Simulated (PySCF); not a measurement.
Species: C5H10AlCl.
Z-matrix (Å and degrees, GFN2-xTB geometry), rows numbered from 1:
```
C 
C   1  1.5324
C   2  1.5397  1  112.22
C   3  1.5360  2  110.57  1  -167.92
C   4  1.5396  3  110.89  2    60.56
Al  5  2.0012  4   98.31  3   -39.55
Cl  6  2.0256  2  130.90  1   -42.03
H   1  1.0894  2  110.88  3    58.29
H   1  1.0911  2  110.92  3   -61.86
H   1  1.0892  2  110.59  3   178.07
H   2  1.1011  1  107.01  3   117.32
H   3  1.0941  2  111.30  1    69.92
H   3  1.0944  2  109.14  1   -48.75
H   4  1.0936  3  108.21  2   -59.17
H   4  1.0936  3  109.54  2  -176.23
H   5  1.0944  4  110.29  3  -164.38
H   5  1.0970  4  109.20  3    80.04
```

A PySCF run (density fitting, gas phase, GFN2-xTB geometry) gave HOMO -5.80 eV, LUMO -1.73 eV, dipole 1.22 D and E = -899.259 Eh.

Task: Which of these levels was it?
A. B3LYP/pcSseg-1
B. mPW1PW91/6-311G**
C. BP86/pcSseg-1
D. PBE0/pcSseg-1
E. PBE0/def2-SVPD

Result: C. It is BP86/pcSseg-1. All candidates on this geometry:

```
               level and settings           kind  basis functions  SCF cycles     E (Eh)  HOMO (eV)  LUMO (eV)  dipole (D)
BP86/pcSseg-1, start guess huckel            GGA              183          28  -899.2593      -5.80      -1.73        1.22
                   B3LYP/pcSseg-1  global hybrid              183          12  -899.2416      -6.68      -1.10        1.14
                mPW1PW91/6-311G**  global hybrid              202          12  -899.2972      -6.87      -0.91        1.39
                    PBE0/pcSseg-1  global hybrid              183          12  -898.6902      -6.89      -0.92        1.23
                   PBE0/def2-SVPD  global hybrid              231          12  -898.4037      -6.84      -0.85        1.17
```

The nearest other candidate, by the summed differences of HOMO and LUMO, is B3LYP/pcSseg-1: its HOMO differs by -0.88 eV and its LUMO by +0.63 eV. Cycle counts include a coarse-grid stage where the run had one. All basis functions are spherical, in the Pople sets too.
